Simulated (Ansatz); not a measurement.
Ansatz (a quantum-chemistry and plane-wave program) input (HF/6-31G*):

Ansatz 0.2 input:
```yaml
crystal:
  periodic: [false, false, false]
  atoms:
    - {symbol: Si, position_ang: [-1.18570912, 0.14764476, -0.01563206]}
    - {symbol: Si, position_ang: [1.00481334, -0.04033968, 0.00841917]}
    - {symbol: H, position_ang: [-1.32550406, -1.38275470, 0.07066875]}
    - {symbol: H, position_ang: [1.90470915, -1.24441151, 0.08247083]}
    - {symbol: H, position_ang: [1.95333576, 1.12489513, -0.05215915]}
basis:
  gaussian:
    orbitals: 6-31G*
hamiltonian:
  xc: {name: HF}
total_charge: -1
relax: {f_tol: 0.003, max_steps: 120}
```

Output:

```
WARN ansatz: RAYON_NUM_THREADS=1 ignored (pool sized by the plan → 1); use --threads N
Functional definition: HF
integrals: 0.01 GiB planned
449 factors; integrals over basis functions are off by at most 7.6e-4 eV
mean field: 0.07 GiB planned
mean field evaluation 1: about -15768.3742 eV, gradient 1.2e1 eV
mean field evaluation 2: about -15768.3822 eV, gradient 1.2e1 eV
mean field evaluation 4: about -15769.2699 eV, gradient 1.8e0 eV
mean field evaluation 8: about -15769.2999 eV, gradient 1.1e-3 eV
mean field -15769.29986488 eV, -579.5110812192 hartree, gradient 2.3e-5 eV, S^2 0.000000; 0 other end points of the search recorded, 0 dependent functions left out
the calculation of the forces begins
reference -15769.29986488 eV, -579.5110812192 hartree; 16, 16 occupied and 28, 28 virtual orbitals, 449 factors
relax step   1: F+E_penalty+E_count = -15769.29986488 eV  Δ(F+E_penalty+E_count) = +0.000e0 eV  max|allowed force component| = 2.858e-1 eV/Å  Δτ_max = 0.0000 Å  (29 SCF iters, accepted)
these checks for a lower state are left out or cut short: starts, cluster_reference, orbital_swaps, neighbouring_geometries, increment
integrals: 0.01 GiB planned
449 factors; integrals over basis functions are off by at most 7.4e-4 eV
mean field: 0.07 GiB planned
mean field evaluation 16: about -15769.2970 eV, gradient 3.0e-5 eV
mean field -15769.29699937 eV, -579.5109759134 hartree, gradient 1.8e-5 eV, S^2 0.000000; 0 other end points of the search recorded, 0 dependent functions left out
the calculation of the forces begins
reference -15769.29699937 eV, -579.5109759134 hartree; 16, 16 occupied and 28, 28 virtual orbitals, 449 factors
relax step   2: F+E_penalty+E_count = -15769.29699937 eV  Δ(F+E_penalty+E_count) = +2.866e-3 eV  max|allowed force component| = 2.739e-1 eV/Å  Δτ_max = 0.0840 Å  (27 SCF iters, rejected (line search))
these checks for a lower state are left out or cut short: starts, cluster_reference, orbital_swaps, neighbouring_geometries, increment
integrals: 0.01 GiB planned
449 factors; integrals over basis functions are off by at most 7.5e-4 eV
mean field: 0.07 GiB planned
mean field -15769.30965858 eV, -579.5114411310 hartree, gradient 1.6e-5 eV, S^2 0.000000; 0 other end points of the search recorded, 0 dependent functions left out
the calculation of the forces begins
reference -15769.30965858 eV, -579.5114411310 hartree; 16, 16 occupied and 28, 28 virtual orbitals, 449 factors
relax step   3: F+E_penalty+E_count = -15769.30965858 eV  Δ(F+E_penalty+E_count) = -9.794e-3 eV  max|allowed force component| = 2.583e-2 eV/Å  Δτ_max = 0.0339 Å  (28 SCF iters, accepted)
these checks for a lower state are left out or cut short: starts, cluster_reference, orbital_swaps, neighbouring_geometries, increment
integrals: 0.01 GiB planned
449 factors; integrals over basis functions are off by at most 7.4e-4 eV
mean field: 0.07 GiB planned
mean field evaluation 32: about -15769.3097 eV, gradient 1.0e-4 eV
mean field -15769.30973410 eV, -579.5114439060 hartree, gradient 2.0e-5 eV, S^2 0.000000; 0 other end points of the search recorded, 0 dependent functions left out
the calculation of the forces begins
reference -15769.30973410 eV, -579.5114439060 hartree; 16, 16 occupied and 28, 28 virtual orbitals, 449 factors
relax step   4: F+E_penalty+E_count = -15769.30973410 eV  Δ(F+E_penalty+E_count) = -7.551e-5 eV  max|allowed force component| = 7.939e-3 eV/Å  Δτ_max = 0.0020 Å  (21 SCF iters, accepted)
these checks for a lower state are left out or cut short: starts, cluster_reference, orbital_swaps, neighbouring_geometries, increment
integrals: 0.01 GiB planned
449 factors; integrals over basis functions are off by at most 7.4e-4 eV
mean field: 0.07 GiB planned
mean field -15769.30976072 eV, -579.5114448842 hartree, gradient 4.5e-5 eV, S^2 0.000000; 0 other end points of the search recorded, 0 dependent functions left out
the calculation of the forces begins
reference -15769.30976072 eV, -579.5114448842 hartree; 16, 16 occupied and 28, 28 virtual orbitals, 449 factors
relax step   5: F+E_penalty+E_count = -15769.30976072 eV  Δ(F+E_penalty+E_count) = -2.662e-5 eV  max|allowed force component| = 9.196e-3 eV/Å  Δτ_max = 0.0027 Å  (19 SCF iters, accepted)
these checks for a lower state are left out or cut short: starts, cluster_reference, orbital_swaps, neighbouring_geometries, increment
integrals: 0.01 GiB planned
449 factors; integrals over basis functions are off by at most 7.4e-4 eV
mean field: 0.07 GiB planned
mean field -15769.30978050 eV, -579.5114456111 hartree, gradient 4.5e-5 eV, S^2 0.000000; 0 other end points of the search recorded, 0 dependent functions left out
the calculation of the forces begins
reference -15769.30978050 eV, -579.5114456111 hartree; 16, 16 occupied and 28, 28 virtual orbitals, 449 factors
relax step   6: F+E_penalty+E_count = -15769.30978050 eV  Δ(F+E_penalty+E_count) = -1.978e-5 eV  max|allowed force component| = 3.376e-3 eV/Å  Δτ_max = 0.0029 Å  (19 SCF iters, accepted)
these checks for a lower state are left out or cut short: starts, cluster_reference, orbital_swaps, neighbouring_geometries, increment
integrals: 0.01 GiB planned
449 factors; integrals over basis functions are off by at most 7.4e-4 eV
mean field: 0.07 GiB planned
mean field -15769.30978120 eV, -579.5114456371 hartree, gradient 2.7e-5 eV, S^2 0.000000; 0 other end points of the search recorded, 0 dependent functions left out
the calculation of the forces begins
reference -15769.30978120 eV, -579.5114456371 hartree; 16, 16 occupied and 28, 28 virtual orbitals, 449 factors
relax step   7: F+E_penalty+E_count = -15769.30978120 eV  Δ(F+E_penalty+E_count) = -7.066e-7 eV  max|allowed force component| = 6.574e-4 eV/Å  Δτ_max = 0.0004 Å  (17 SCF iters, accepted)
integrals: 0.01 GiB planned
449 factors; integrals over basis functions are off by at most 7.4e-4 eV
mean field: 0.07 GiB planned
mean field evaluation 64: about -15769.3098 eV, gradient 2.7e-5 eV
mean field -15769.30978120 eV, -579.5114456371 hartree, gradient 2.7e-5 eV, S^2 0.000000; 1 other end points of the search recorded, 0 dependent functions left out
the calculation of the forces begins
reference -15769.30978120 eV, -579.5114456371 hartree; 16, 16 occupied and 28, 28 virtual orbitals, 449 factors
Total energy: -15769.30978120 eV, -579.5114456371 hartree
Atom 0 at    -1.165007     0.127158    -0.014339 Å, force     0.000535     0.000080    -0.000001 eV/Å
Atom 1 at     1.023545    -0.029495     0.007916 Å, force    -0.000657     0.000011    -0.000005 eV/Å
Atom 2 at    -1.365600    -1.387974     0.070722 Å, force    -0.000009    -0.000118     0.000007 eV/Å
Atom 3 at     1.899818    -1.241189     0.082258 Å, force     0.000048    -0.000018     0.000001 eV/Å
Atom 4 at     1.958888     1.136535    -0.052788 Å, force     0.000083     0.000045    -0.000002 eV/Å
Dipole moment:     0.305069    -0.120644     0.008729 e Å
```

The dipole moment of an ion depends on the origin.
